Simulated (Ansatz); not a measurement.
Coupled-cluster diagnostics for Rb2H2 (the lowest singlet isomer of a short search), Ansatz.

Geometry of the singlet (r2SCAN-D4/def2-TZVP):

```xyz
4

Rb   -0.881   -1.154   -1.329
Rb    0.881    1.154    1.329
H     0.997    0.728   -1.293
H    -0.997   -0.728    1.293
```

In the def2 sets Rb takes a core potential; there is no spin–orbit coupling. Correlated methods freeze no core orbitals; core or outer-core shells of Rb are correlated, in sets that lack core-valence functions. In the triplet geometry the species has come apart into loosely held pieces. In the triplet, H3 and H4 lie 0.74 Å apart (atoms count from 1), so H2 has formed as a molecule. In the quintet geometry the species has come apart into loosely held pieces. The structure comes from a short search, and lower isomers may exist.

Geometry of the charge 0 triplet (r2SCAN-D4/def2-TZVP):

```xyz
4

Rb    3.2389    0.6018   -3.6985
Rb   -3.2389   -0.6018    3.6985
H     0.2071   -0.2773    0.1364
H    -0.2071    0.2773   -0.1363
```

Geometry of the charge 0 quintet (r2SCAN-D4/def2-TZVP):

```xyz
4

Rb    0.0400   -2.7979    2.5202
Rb   -0.0402    2.7981   -2.5200
H     2.8221    1.1772    1.2622
H    -2.8219   -1.1774   -1.2624
```

Question: Estimate the CCSD(T) correlation energy, the shares of MP2 and (T), T1 and the reference's ⟨S²⟩ for: charge 0, singlet, own geometry in def2-TZVPP; charge 0, singlet, own geometry in def2-TZVPD; charge 0, triplet, own geometry in def2-TZVPP; charge 0, quintet, own geometry in def2-TZVPP; charge 1, doublet, vertical in def2-TZVPP; charge -1, doublet, vertical in def2-TZVPD; and the rough time on 4 threads of Intel Xeon on a shared host.

Answer: 
| state | basis | correlation (eV) | MP2 share (%) | (T) share (%) | T1 | ⟨S²⟩ (pure) | wall time | remarks |
| --- | --- | --- | --- | --- | --- | --- | --- | --- |
| charge 0, singlet, own geometry | def2-TZVPP | -7.559 | 85.7 | 1.6 | 0.011 | 0.00 (0.00) | 2.1 s | – |
| charge 0, singlet, own geometry | def2-TZVPD | -5.783 | 85.1 | 1.5 | 0.012 | 0.00 (0.00) | 1.4 s | – |
| charge 0, triplet, own geometry | def2-TZVPP | -6.965 | 87.1 | 1.5 | 0.015 | 2.00 (2.00) | 6.5 s | – |
| charge 0, quintet, own geometry | def2-TZVPP | -5.914 | 88.2 | 1.8 | 0.015 | 6.00 (6.00) | 6 s | – |
| charge 1, doublet, vertical | def2-TZVPP | -6.725 | 84.6 | 2.4 | 0.072 | 0.75 (0.75) | 8 s | large T1 |
| charge -1, doublet, vertical | def2-TZVPD | -5.943 | 84.3 | 1.8 | 0.093 | 0.75 (0.75) | 5.5 s | HOMO above zero, large T1 |
Customary marks for T1 are 0.02 (closed shells), 0.045 (open shells) and about 0.05 (3d metals). T1 exceeds 0.02 in 2 of 6 rows and 0.045 in 2; the higher it lies, the less the single-reference result can be trusted.
